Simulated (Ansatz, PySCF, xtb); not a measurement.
Potential energy curve for SMILES [BeH2]. The Be1–H3 bond (Be1 also carries H; H3 carries nothing else) is pulled apart rigidly from the PBE0/def2-TZVP optimised geometry.

UCCSD = CCSD on UHF/aug-cc-pVTZ, frozen core in Ansatz (a program for electronic structure); RMP2/6-31G* = restricted MP2 (frozen core)/6-31G*, spherical d in PySCF; GFN1-xTB (xtb); RCCSD = CCSD on RHF/aug-cc-pVTZ, frozen core (Ansatz); UKS-PBE0 = unrestricted PBE0/aug-cc-pVTZ (Ansatz).

Energies are in kJ/mol, each relative to the lowest point of its own curve near equilibrium.

```tsv
R / Å	UCCSD	RMP2/6-31G*	GFN1-xTB	RCCSD	UKS-PBE0
0.99	147.3	154.9	?	147.3	146.7
1.07	75.6	79.9	?	75.6	75.5
1.12	45.7	48.4	25.4	45.7	45.7
1.20	15.7	16.7	5.1	15.7	15.7
1.27	3.1	3.4	0.0	3.1	3.2
1.31	0.4	0.4	?	0.4	0.4
1.34	0.0	0.0	?	0.0	0.0
1.37	0.9	1.0	5.5	0.9	0.9
1.42	4.9	5.2	12.2	4.9	4.9
1.49	14.6	15.6	?	14.6	14.6
1.54	23.8	25.6	35.1	23.8	23.9
1.65	48.8	52.5	61.8	48.8	49.1
1.80	88.8	95.9	101.8	88.8	89.8
1.98	139.8	151.8	150.7	139.8	142.4
2.23	207.8	227.8	217.3	207.5	214.2
2.38	244.6	270.5	255.6	244.0	254.5
2.67	304.2	344.4	323.5	303.2	317.5
2.95	346.3	403.9	379.4	345.5	351.4
3.24	374.6	452.9	426.4	—	370.2
3.59	391.7	495.5	469.1	—	380.7
4.05	398.9	524.8	506.0	—	385.5
4.71	400.9	?	—	—	387.0
```

Task: What belongs in the gaps?

Result: 
- 0.99, GFN1-xTB: 114.6
- 1.07, GFN1-xTB: 49.4
- 1.31, GFN1-xTB: 0.7
- 1.34, GFN1-xTB: 2.6
- 1.49, GFN1-xTB: 24.5
- 4.71, RMP2/6-31G*: 519.5

Dashes: no converged value, or the column stops at the first point that the program doubted or that broke a chosen test of continuity, which isn't proof of a fault.

The unrestricted determinant behind UCCSD is spin-contaminated at 2.23 to 4.71 Å (<S²> up to 1.0, against 0.00 for a pure singlet). The restricted form behind RMP2/6-31G* keeps the bonding electrons paired and can't separate into open-shell fragments. The T1 diagnostic of CCSD on the restricted reference of RCCSD exceeds 0.045 at 2.95 to 4.71 Å. The unrestricted determinant behind UKS-PBE0 is spin-contaminated at 2.67 to 4.71 Å (<S²> up to 1.0, against 0.00 for a pure singlet).
